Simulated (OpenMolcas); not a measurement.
**Zr+: from CASSCF to CASPT2**

```
Program             : OpenMolcas 26.06
Basis               : ANO-RCC-VTZP [7s6p4d2f1g]
Scalar Hamiltonian  : DKH2, point nucleus
Active space        : 3 electrons in 6 orbitals (4d 5s)
State averaging     : 2S+1 = 4 even, 20 roots; 2S+1 = 2 even, 70 roots kept (CI in the orbitals of an earlier block)
Spin-orbit coupling : state interaction with AMFI integrals over the reference wave functions, term energies averaged over their components
```

Methods on the same reference wave functions:
A. CASSCF
B. SS-CASPT2, IPEA 0.25 Eh, imaginary shift 0.1 Eh (closed shells correlated: 4s 4p)
C. MS-CASPT2, IPEA 0.25 Eh, imaginary shift 0.1 Eh (closed shells correlated: 4s 4p)
D. XMS-CASPT2, IPEA 0.25 Eh, imaginary shift 0.1 Eh (closed shells correlated: 4s 4p)

Energies in cm-1 above 4d2 5s 4F 3/2, the measured ground level; measured values from NIST Handbook of Basic Atomic Spectroscopic Data.

```tsv
Level	A	B	C	D	Measured
4d2 5s 4F 3/2	0.0	0.0	0.0	0.0	0.0
4d2 5s 4F 5/2	303	307	306	306	315
4d2 5s 4F 7/2	726	738	738	739	763
4d2 5s 4F 9/2	1256	1272	1271	1275	1323
4d3 4F 3/2	3388	2820	2800	3940	2572
4d3 4F 5/2	3720	3200	3190	4210	2895
4d3 4F 7/2	4149	3660	3660	4590	3300
4d3 4F 9/2	4649	4150	4150	5080	3758
4d2 5s 2D 3/2(1) [75 %]	6264	4030	3630	2760	
4d2 5s 2D 5/2(1)	6547	4240	3930	3280	
4d3 2P 1/2	8022	5600	5550	6060	
4d3 2P 3/2	8438	6020	5930	6370	
4d2 5s 2F 5/2	9147	5550	5380	5000	5753
4d2 5s 4P 1/2	9323	8060	8060	8020	
4d2 5s 4P 3/2	9534	8270	8260	8210	
4d2 5s 2F 7/2	9810	6170	6080	5710	6468
4d2 5s 4P 5/2	9854	8580	8550	8480	
4d3 2G 7/2	10451	8330	8320	8930	
4d3 2G 9/2	10747	8630	8600	9220	
4d3 4P 1/2	12785	10250	10250	10860	
4d3 4P 3/2	12989	10450	10440	11060	
4d3 4P 5/2	13223	10680	10680	11300	
4d3 2H 9/2	16217	13010	12990	13650	
4d3 2H 11/2	16609	13420	13420	14090
```

Deviations, from unrounded energies. A percentage is the sum of absolute deviations over the sum of measured energies, with the sign that they share, or ± where signs differ.

```tsv
Against measurement	Levels	A	B	C	D
mean absolute deviation (cm-1)	9	1100	210	240	760
fine structure of the ground term (%)	3	-4.8	-3.5	-3.6	-3.3
other terms of the ground configuration (%)	2	+55.1	-4.1	-6.2	-12.3
other configurations (%)	4	+27.0	+10.4	+10.2	+42.3
```

B lies closest to measurement on these levels and A furthest from it. The largest miss of B in the table is 4d3 4F 9/2, by +390 cm-1. The ranking rests on the paired levels alone, and a cruder setting can come out closer through cancelling errors.

Among B to D the level of the table that moves most is 4d2 5s 2D 3/2(1) [75 %], by 1300 cm-1 (lowest in D, highest in B). Moves below CASPT2's spread within the term are not significant.

The mean deviations of B to D differ by less than CASPT2's widest spread within a term (1200 cm-1), so their order carries little weight.

From A to B the spin-free energies of the other terms of 4d2 5s shown, above 4F, scale by factors of 0.58 to 0.86.

The lowest spin-free term lies below A's lowest term by 0.287 hartree in B, 0.287 hartree in C, 0.296 hartree in D.

Term energies are means over components that CASPT2 splits; among the terms shown or strongly mixed into the levels shown the widest spread is 1200 cm-1 (4d2 5s 2F, C). Over all roots computed the reference weight is 0.87 to 0.93 in B, 0.87 to 0.93 in C, 0.82 to 0.93 in D; the roots of lowest weight are the least certain, and an intruder state may touch them. Terms from blocks run as CI alone lack orbitals of their own. Configurations are named by rounded mean occupations; where the s occupation lies near a half they are strongly mixed, a name can repeat and a true partner stay unpaired. A single d shell beside an s shell can misplace configurations of different d count against each other. The CASPT2 spread within a term exceeds the gap to the next term for 4d2 5s 2F and 4d3 2P, so the order of their levels is uncertain (figures for B; the like holds for C). Without dynamic correlation excited terms often stand tens of per cent too high (terms of higher spin than the ground term too low), and those without a measured partner can miss by more than the paired ones (holds for A). Measured partners are found by configuration, term and J. A level has none where our copy of the source lacks it or the pairing is in doubt (some pairs that miss far off the trend of their configuration count as doubtful), and it then counts in no deviation. Levels of configurations outside the active space are missing. The table leaves out levels that lie high or whose names do not pair safely across all columns.

A share in square brackets marks a mixed level and gives the weight of the term that names it, the lowest over the columns. A number in round brackets counts repeated terms of one configuration in the order of the reference energies.
